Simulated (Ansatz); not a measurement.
Abridged output of a molecular run in Ansatz:

```
Functional definition: HF
1437 factors; integrals over basis functions are off by at most 9.0e-4 eV
mean field evaluation 1: about -29367.0486 eV, gradient 5.5e1 eV
mean field evaluation 2: about -29367.2198 eV, gradient 5.5e1 eV
mean field evaluation 4: about -29372.8369 eV, gradient 3.0e0 eV
mean field evaluation 8: about -29372.9054 eV, gradient 3.5e-1 eV
mean field evaluation 16: about -29372.9063 eV, gradient 2.1e-6 eV
mean field -29372.90633061 eV, -1079.4343979790 hartree, gradient 2.1e-6 eV, S^2 0.000000; 0 other end points of the search recorded, 0 dependent functions left out
12 core orbitals not correlated: weight in the atoms' cores, before any rotation towards them, 1.000 or more for the frozen orbitals, at most 0.000 for the correlated occupied ones
reference -29372.90633061 eV, -1079.4343979790 hartree; 20, 20 occupied and 198, 198 virtual orbitals, 1437 factors
second order -32.82434447 eV of doubles, -0.00000000 eV of singles
cycle   1  -32.49245800 eV  change    3.3e-1 eV  update   1.7e-1
cycle   2  -33.26433032 eV  change   -7.7e-1 eV  update   7.1e-2
cycle   3  -33.51141180 eV  change   -2.5e-1 eV  update   3.1e-2
cycle   4  -33.49399959 eV  change    1.7e-2 eV  update   9.0e-3
cycle   5  -33.48174264 eV  change    1.2e-2 eV  update   3.5e-3
cycle   6  -33.48280567 eV  change   -1.1e-3 eV  update   1.3e-3
cycle   7  -33.48307029 eV  change   -2.6e-4 eV  update   4.6e-4
cycle   8  -33.48278093 eV  change    2.9e-4 eV  update   2.1e-4
cycle   9  -33.48286744 eV  change   -8.7e-5 eV  update   7.5e-5
cycle  10  -33.48295497 eV  change   -8.8e-5 eV  update   3.3e-5
cycle  11  -33.48289224 eV  change    6.3e-5 eV  update   1.5e-5
cycle  12  -33.48289323 eV  change   -9.8e-7 eV  update   6.7e-6
perturbative correction -1.44497822 eV, -0.0531019700 hartree
Total energy: -29407.83420206 eV, -1080.7179735797 hartree
```

Its atoms:

Cartesian coordinates in Å:
```
O 1.585 0.871 -0.334
Zr -0.018 -0.125 -0.317
F 0.257 -1.940 -0.794
S -0.822 -0.016 1.984
Cl -1.616 0.783 -1.784
H 2.400 1.347 -0.470
H -1.786 -0.919 1.716
```

Q: Which basis set was used?
A. def2-SVP
B. def2-TZVPP
C. def2-SVPD
D. def2-QZVPP

A: B. It gives 230 functions.

Q: Write the keys of the input that set method, charge and spin (a neutral closed shell needs none for the last two).

A: 
```yaml
correlation: {method: ccsd_t}
```
